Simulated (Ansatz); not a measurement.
Input for Ansatz (a quantum-chemistry and plane-wave program): R-CCSD(T)/aug-cc-pVTZ on BrHSe (SMILES [SeH]Br), atoms moved off the minimum. The run froze 28 orbitals, filled d shells among them.

Ansatz 0.2 input:
```yaml
crystal:
  periodic: [false, false, false]
  atoms:
    - {symbol: Se, position_ang: [-0.67546183, -0.57530169, 0.77438342]}
    - {symbol: H, position_ang: [-1.63869728, -1.07523753, -0.27140276]}
    - {symbol: Br, position_ang: [0.72061696, 0.58000343, -0.73519143]}
basis:
  gaussian:
    orbitals: aug-cc-pVTZ
magnetization: {spin_polarized: false}
correlation: {method: ccsd_t, electrons: outside_noble_gas}
scf: {lower_state_search: off}
output: {forces: true}
```

Program output:

```
WARN ansatz: RAYON_NUM_THREADS=1 ignored (pool sized by the plan → 1); use --threads N
Functional definition: HF
these checks for a lower state are left out or cut short: starts, cluster_reference, orbital_swaps, neighbouring_geometries, increment
integrals: 0.29 GiB planned
878 factors; integrals over basis functions are off by at most 7.0e-4 eV
mean field: 0.50 GiB planned
mean field evaluation 1: about -135319.9446 eV, gradient 1.1e1 eV
mean field evaluation 2: about -135319.9992 eV, gradient 1.1e1 eV
mean field evaluation 4: about -135320.4911 eV, gradient 1.5e0 eV
mean field evaluation 8: about -135320.5027 eV, gradient 1.1e-4 eV
mean field -135320.50274283 eV, -4972.9367522678 hartree, gradient 3.2e-6 eV, S^2 0.000000; 0 other end points of the search recorded, 0 dependent functions left out
28 core orbitals not correlated
reference -135320.50274283 eV, -4972.9367522678 hartree; 7, 7 occupied and 106, 106 virtual orbitals, 878 factors
densities: 0.82 GiB planned
second order -8.81258033 eV of doubles, -0.00000000 eV of singles
coupled cluster: 0.53 GiB planned
cycle   1  -9.38975180 eV  change   -5.8e-1 eV  update   6.7e-2
cycle   2  -9.63503574 eV  change   -2.5e-1 eV  update   2.1e-2
cycle   3  -9.66918213 eV  change   -3.4e-2 eV  update   8.6e-3
cycle   4  -9.66547927 eV  change    3.7e-3 eV  update   2.4e-3
cycle   5  -9.66512869 eV  change    3.5e-4 eV  update   9.0e-4
cycle   6  -9.66513226 eV  change   -3.6e-6 eV  update   3.3e-4
cycle   7  -9.66513262 eV  change   -3.6e-7 eV  update   1.1e-4
cycle   8  -9.66515949 eV  change   -2.7e-5 eV  update   5.0e-5
cycle   9  -9.66515847 eV  change    1.0e-6 eV  update   2.3e-5
cycle  10  -9.66514918 eV  change    9.3e-6 eV  update   1.0e-5
cycle  11  -9.66515325 eV  change   -4.1e-6 eV  update   4.7e-6
cycle  12  -9.66515386 eV  change   -6.1e-7 eV  update   1.6e-6
perturbative correction -0.43645481 eV, -0.0160394183 hartree
the calculation of the forces begins
mean field evaluation 16: about -135320.5027 eV, gradient 3.2e-6 eV
Total energy: -135330.60435149 eV, -4973.3079795389 hartree
Atom 0 at    -0.675462    -0.575302     0.774383 Å, force    -0.302965    -0.131563    -0.509311 eV/Å
Atom 1 at    -1.638697    -1.075238    -0.271403 Å, force     0.472535     0.261014     0.402336 eV/Å
Atom 2 at     0.720617     0.580003    -0.735191 Å, force    -0.169570    -0.129451     0.106975 eV/Å
Dipole moment:    -0.191827    -0.134691     0.038478 e Å
Checks for a lower state left out: starts, cluster_reference, orbital_swaps, neighbouring_geometries, increment
```

Self-consistency was reached.

Cost: very roughly 70 core-seconds.
